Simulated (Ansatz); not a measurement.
Job for Ansatz (an electronic-structure program): R-r2SCAN/def2-TZVPPD on C2H6Ge (a complex), monomers drawn apart or pushed together. Files ending in .json are basis or fitting sets from the Basis Set Exchange.

Ansatz 0.2 input:
```yaml
crystal:
  periodic: [false, false, false]
  atoms:
    - {symbol: C, position_ang: [0.05906047, 0.53007955, -0.26258428]}
    - {symbol: C, position_ang: [-0.10872583, -0.65430356, -0.22625497]}
    - {symbol: H, position_ang: [0.20757844, 1.58185548, -0.29305975]}
    - {symbol: H, position_ang: [-0.25793945, -1.70579050, -0.19013351]}
    - {symbol: Ge, position_ang: [0.01649851, 0.03843116, 3.11184956]}
    - {symbol: H, position_ang: [-0.75946374, -1.19636997, 2.63276739]}
    - {symbol: H, position_ang: [-0.00155720, 0.08054822, 4.64988230]}
    - {symbol: H, position_ang: [-0.64789692, 1.30932418, 2.56474140]}
    - {symbol: H, position_ang: [1.46954503, -0.03986501, 2.62527813]}
basis:
  gaussian:
    orbitals: def2-TZVPPD.json
hamiltonian:
  xc: {name: r2SCAN}
scf: {lower_state_search: off}
```

The head of its log:

```
WARN ansatz: RAYON_NUM_THREADS=1 ignored (pool sized by the plan → 1); use --threads N
Functional definition: r2SCAN
these checks for a lower state are left out or cut short: stability, starts, cluster_reference, orbital_swaps, neighbouring_geometries, increment
integrals: 0.14 GiB planned
1075 factors; their error is unknown
mean field: 1.02 GiB planned
mean field evaluation 1: about -58680.9278 eV, gradient 4.9e1 eV
mean field evaluation 2: about -58679.1334 eV, gradient 5.5e1 eV
```

Problem. What total energy does the run end on?

Solution. -2156.6822 hartree.
